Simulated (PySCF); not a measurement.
A GIAO shielding run with PySCF (density fitting, non-relativistic, gas phase) on `[SiH3]CCOc1ncco1`, C5H9NO2Si:

```
$ OMP_NUM_THREADS=1 python probes_run.py task.json out

{"job": {"kind": "nmr", "xc": "PBE0", "basis": "pcSseg-1"}, "charge": 0, "multiplicity": 1}
Si    -3.134208     0.255217    -0.833347
C     -1.379649     0.542804    -0.160667
C     -0.765162    -0.718665     0.415749
O      0.505801    -0.480334     1.030245
C      1.505187    -0.249307     0.199327
N      1.493754    -0.250204    -1.095787
C      2.791004     0.029380    -1.446381
C      3.525196     0.186914    -0.323547
O      2.698926     0.007566     0.748734
H     -3.990248    -0.234776     0.250585
H     -3.648501     1.530446    -1.332667
H     -3.100574    -0.733092    -1.910628
H     -0.730053     0.904903    -0.957997
H     -1.394427     1.309012     0.616183
H     -0.641510    -1.473950    -0.365959
H     -1.374287    -1.121437     1.227218
H      3.077814     0.093227    -2.474768
H      4.552179     0.408615    -0.127469
```

Hardware: 1 thread of an AMD EPYC 9B45, shared host. The job also computes population analyses, field gradients, ring-centre shieldings.

(1) How large is the calculation?

(2) How long does it take, and how much memory does it need?

Results:

(1) 76 electrons, 205 basis functions and 1080 auxiliary functions.

(2) 25 s of wall time, with 14 SCF cycles and 5 response iterations; peak memory 0.92 GiB. Times on a shared host scatter by some tens of per cent.
